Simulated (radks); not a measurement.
The numbers below are computed, except where a source is named.
Valence configurations of Er I (all share [Xe]). Level of theory: scalar-relativistic Kohn-Sham, PBE, spin-polarised, spherical densities, finite nucleus; open shells are filled with parallel spins first (spin-orbit coupling, left out, can overturn this in heavy ions); Fermi nuclear charge, rms radius 5.2516 fm (a radial shooting solver on a logarithmic mesh with Libxc functionals). Order these by energy: 4f10 6s2 6p2; 4f11.5 6s2 6p0.5; 4f11 5d1 6s1 6p1; 4f11.5 5d0.5 6s2; 4f11.5 6s1 6p1.5; 4f12 6p2; 4f12 5d0.5 6s1.5; 4f11 6s2 6p1; 4f12 6s2.

Answer. From the lowest, in eV above it: 4f12 6s2 0.000; 4f11.5 5d0.5 6s2 1.216; 4f12 5d0.5 6s1.5 1.309; 4f11.5 6s2 6p0.5 1.490; 4f11.5 6s1 6p1.5 3.944; 4f11 6s2 6p1 4.912; 4f12 6p2 5.264; 4f11 5d1 6s1 6p1 5.776; 4f10 6s2 6p2 18.323. NIST lists [Xe] 4f12 6s2 as the ground configuration; this level of theory agrees among the configurations tried. The energies are those of spherical high-spin densities, not of single terms. No valid solution was reached for [Xe] 4f12.5 6s1.5.
